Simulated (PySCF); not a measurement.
A species of formula C4H12FPSi2 has this rotational fingerprint, computed with PBE0/pcSseg-1 in PySCF (dipole) on a GFN2-xTB geometry, gas phase:

```
Rotational constants : A = 2160, B = 504.3, C = 437.3 MHz
Dipole components    : |μa| = 0.96 D, |μb| = 1.73 D, |μc| = 0.02 D
Inertial defect      : -80.51 u·Å²
κ                    : -0.92
```

**Question.** Which candidate fits, each taken in the one conformer that was computed?
A. `[CH2:1]=[CH:2][CH2:3][Si@@H:4]([PH2:5])[CH2:6][SiH2:7][F:8]` with C1–C2–C3–Si4 -103°, C2–C3–Si4–P5 59°, C3–Si4–P5–H -47° and 45°, C3–Si4–C6–Si7 67°, Si4–C6–Si7–F8 -55°
B. `[CH3:1][SiH2:2]/[CH:3]=[C:4](\[CH2:5][F:6])[SiH2:7][PH2:8]` with C1–Si2–C3–C4 179°, C3–C4–C5–F6 2°, C3–C4–Si7–P8 -138°, C4–Si7–P8–H 69° and 162°
C. `[F:1][CH2:2][CH2:3]/[C:4](=[CH:5]\[SiH3:6])[SiH2:7][PH2:8]` with F1–C2–C3–C4 -61°, C2–C3–C4–C5 106°, C3–C4–Si7–P8 -23°, C4–Si7–P8–H -77° and -170°
D. `[CH2:1]=[CH:2][SiH2:3][Si@@:4]([CH3:5])([PH2:6])[CH2:7][F:8]` with C1–C2–Si3–Si4 107°, C2–Si3–Si4–C5 -66°, Si3–Si4–P6–H 39° and -53°, Si3–Si4–C7–F8 44°

**Answer.** B. It is C[SiH2]/C=C(\CF)[SiH2]P, a near-prolate asymmetric top, point group C1. The candidates at the same level (rigid rotor, commonest isotopes):

```
                 SMILES  A (MHz)  B (MHz)  C (MHz)  μa (D)  μb (D)  μc (D)  Δ (u·Å²)  point group                        rotor
FCC/C(=C\[SiH3])[SiH2]P     1662    632.2    523.1    1.14    0.89    0.88   -137.42           C1               asymmetric top
C[SiH2]/C=C(\CF)[SiH2]P     2160    504.3    437.3    0.96    1.73    0.02    -80.51           C1  near-prolate asymmetric top
 C=CC[Si@@H](P)C[SiH2]F     1541    649.6    480.7    0.40    0.58    0.30    -54.60           C1               asymmetric top
C=C[SiH2][Si@@](C)(P)CF     1204    756.6    586.8    0.99    1.27    0.29   -226.67           C1               asymmetric top
```

`FCC/C(=C\[SiH3])[SiH2]P` has B 25 % too high; `C=CC[Si@@H](P)C[SiH2]F` has B 29 % too high; `C=C[SiH2][Si@@](C)(P)CF` has B 50 % too high. No structure here is proved a minimum.
